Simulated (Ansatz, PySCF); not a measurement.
Molecule: B2O2, charge -1, multiplicity 2. 
Coordinates optimised at B3LYP-D3(BJ)/def2-TZVP (Ansatz, an electronic-structure program):
```
B
O 1 1.2428
B 1 1.6389 2 158.40
O 3 1.2428 1 158.40 2 -180.00
```
Charge -1, spin multiplicity 2.

Total electronic energies in hartree. Correlated levels leave the core frozen unless marked. UHF or UKS for open shells. No spin-orbit coupling. No relativistic terms. CBS marks a two-point X^-3 extrapolation of the correlation energy; Hartree-Fock from the larger set. [CCSD(T)-MP2]/basis is that difference in the basis named.

| level | program | energy (Eh) |
|---|---|---|
| HF/def2-TZVPD | PySCF | -199.25825 |
| SVWN5/def2-TZVPD | Ansatz | [?] |
| BP86/def2-TZVPD | PySCF | -200.33523 |
| PBE0/STO-3G | Ansatz | [?] |
| BHLYP-D4/def2-TZVPD | Ansatz + dftd4 | -200.23599 |
| r2SCAN0-D4/def2-TZVPD | Ansatz + dftd4 | [?] |
| CAM-B3LYP/def2-TZVPD | Ansatz | -200.25772 |
| LC-wPBE-D4/def2-TZVPD | Ansatz + dftd4 | -200.18903 |
| wB97X-V/def2-TZVPD | Ansatz | -200.26247 |
| MP2/cc-pwCVTZ | Ansatz | -199.90957 |
| SCS-MP2/6-31G | Ansatz | -199.42781 |
| CCSD/cc-pwCVTZ | Ansatz | -199.90880 |
| CCSD(T)/cc-pVDZ | Ansatz | -199.72856 |
| CCSD(T)/cc-pwCVTZ | Ansatz | -199.94150 |
| RI-MP2/CBS(aug-cc-pVTZ,aug-cc-pVQZ)+[CCSD(T)-MP2]/aug-cc-pVTZ | Ansatz | -200.0342 |

What belongs in the gaps?


- SVWN5/def2-TZVPD, energy (Eh): -198.72997
- PBE0/STO-3G, energy (Eh): -197.16145
- r2SCAN0-D4/def2-TZVPD, energy (Eh): -200.19686
